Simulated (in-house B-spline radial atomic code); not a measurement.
Configurations of Ag+, with energies counted from [Kr] 4d10. Level of theory: scalar-relativistic (X2C) LC-wPBE, spin-polarised, spherical fractional occupations, exact exchange averaged over the configuration, Fermi nucleus of rms radius 4.5454 fm; calculated with a radial B-spline atomic code at the basis-set limit. Shells without spins written out take the highest spin.

Occupations are held fixed; configurations that lie above the ionisation limit could autoionise.

| configuration | E - E(ref) (eV) | highest orbital | its <r> (bohr) |
| --- | --- | --- | --- |
| [Kr] 4d9 5s1 | 5.1117 | 5s up | 2.701 |
| [Kr] 4d9 5p1 | 10.588 | 5p up | 3.431 |
| [Kr] 4d9 4f1 | 18.008 | 4f up | 8.701 |
| [Ar] 3d10 4s2 4p5 4d10 5p1 | 63.401 | 5p up | 3.421 |
| [Ar] 3d10 4s2 4p5 4d10 5d1 | 68.637 | 5d up | 5.864 |
| [Ar] 3d9 4s2 4p6 4d10 5p1 | 372.63 | 5p up | 3.423 |

(1) Order these further configurations by energy, lowest first.
A. [Ar] 3d9 4s2 4p6 4d10 4f1
B. [Ar] 3d9 4s2 4p6 4d10 5f1
C. [Kr] 4d9 5d1
D. [Kr] 4d9 5f1
E. [Ar] 3d10 4s2 4p5 4d10 5f1

(2) How far above the reference does [Ar] 3d10 4s2 4p5 4d10 5s1 lie?

Answers

(1) C (15.824 eV), D (19.298 eV), E (72.133 eV), A (380.05 eV), B (381.34 eV).

(2) 57.886 eV; its least bound orbital is 5s up with <r> = 2.688 bohr.
